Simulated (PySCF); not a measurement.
## Radial density of Nb (niobium, neutral)

TPSS, [Kr] 4d4 5s1, high-spin 6D determinant. Computed with PySCF 2.14 in cc-pVTZ-PP with ECP28MDF, with scalar relativity through the core potential. This is the valence pseudo-density: the core potential removes the inner electrons and smooths the orbitals near the nucleus.

```json
{"r (bohr)": "0.0366", "4πr²ρ (e/bohr)": "1.658e-05", "4πr²(ρα − ρβ)": "0.0000"}
{"r (bohr)": "0.0616", "4πr²ρ (e/bohr)": "4.322e-05", "4πr²(ρα − ρβ)": "0.0000"}
{"r (bohr)": "0.104", "4πr²ρ (e/bohr)": "0.0001628", "4πr²(ρα − ρβ)": "0.0000"}
{"r (bohr)": "0.174", "4πr²ρ (e/bohr)": "0.001391", "4πr²(ρα − ρβ)": "0.0003"}
{"r (bohr)": "0.293", "4πr²ρ (e/bohr)": "0.02291", "4πr²(ρα − ρβ)": "0.0049"}
{"r (bohr)": "0.493", "4πr²ρ (e/bohr)": "0.6387", "4πr²(ρα − ρβ)": "0.0819"}
{"r (bohr)": "0.829", "4πr²ρ (e/bohr)": "6.781", "4πr²(ρα − ρβ)": "0.7774"}
{"r (bohr)": "1.39", "4πr²ρ (e/bohr)": "8.143", "4πr²(ρα − ρβ)": "1.9266"}
{"r (bohr)": "2.35", "4πr²ρ (e/bohr)": "2.182", "4πr²(ρα − ρβ)": "1.5710"}
{"r (bohr)": "3.95", "4πr²ρ (e/bohr)": "0.5726", "4πr²(ρα − ρβ)": "0.5669"}
{"r (bohr)": "6.64", "4πr²ρ (e/bohr)": "0.04762", "4πr²(ρα − ρβ)": "0.0476"}
{"r (bohr)": "11.2", "4πr²ρ (e/bohr)": "0.0004206", "4πr²(ρα − ρβ)": "0.0004"}
```

Energies and moments cover only the electrons outside the core potential.
